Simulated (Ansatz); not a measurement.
Species: chloro(trimethyl)germane, C3H9ClGe, charge 0, multiplicity 1. SMILES: [CH3][Ge]([CH3])([CH3])[Cl]
Geometry from a B3LYP-D3(BJ)/def2-TZVP (Ansatz, a quantum-chemistry and plane-wave program) optimisation:
```
Ge
C 1 1.9567
H 2 1.0892 1 110.05
H 2 1.0892 3 108.87 1 -120.69
H 2 1.0912 3 108.95 4 -118.70
C 1 1.9567 2 112.65 3 -175.60
H 6 1.0892 1 110.05 2 175.60
H 6 1.0892 7 108.87 1 120.69
H 6 1.0912 7 108.95 8 118.70
C 1 1.9567 2 112.65 3 55.62
H 10 1.0892 1 110.05 2 -55.62
H 10 1.0892 11 108.87 1 120.69
H 10 1.0912 11 108.95 12 118.70
Cl 1 2.2019 2 106.07 3 -59.99
```
Charge 0, spin multiplicity 1.

Property: vertical triplet-singlet gap (E(triplet) - E(singlet); each state is the SCF solution reached for its spin; the molecule has degenerate orbitals, so one determinant may break the symmetry), in kcal/mol. Correlated levels leave the core frozen unless marked. UHF or UKS for open shells. No spin-orbit coupling. The frozen core is the preceding noble-gas configuration, with the filled d and f shells of earlier blocks. Non-relativistic. CBS(X,Y): correlation extrapolated as X^-3; Hartree-Fock from the larger set. [CCSD(T)-MP2]/basis is that difference in the basis named.

RI-MP2/CBS(def2-TZVPPD,def2-QZVPPD)+[CCSD(T)-MP2]/def2-TZVPPD (Ansatz) gives 181.4 kcal/mol.

Question: Another calculation gave 144.9 kcal/mol. Which level was it?
A. wB97M-V/def2-TZVPD (Ansatz)
B. PBE/def2-TZVPD (Ansatz)
C. CAM-B3LYP/def2-TZVPD (Ansatz)
D. r2SCAN/def2-TZVPD (Ansatz)

Answer: B, PBE/def2-TZVPD (Ansatz). The others give 153.8 (r2SCAN), 166.8 (wB97M-V), 163.1 (CAM-B3LYP) kcal/mol.
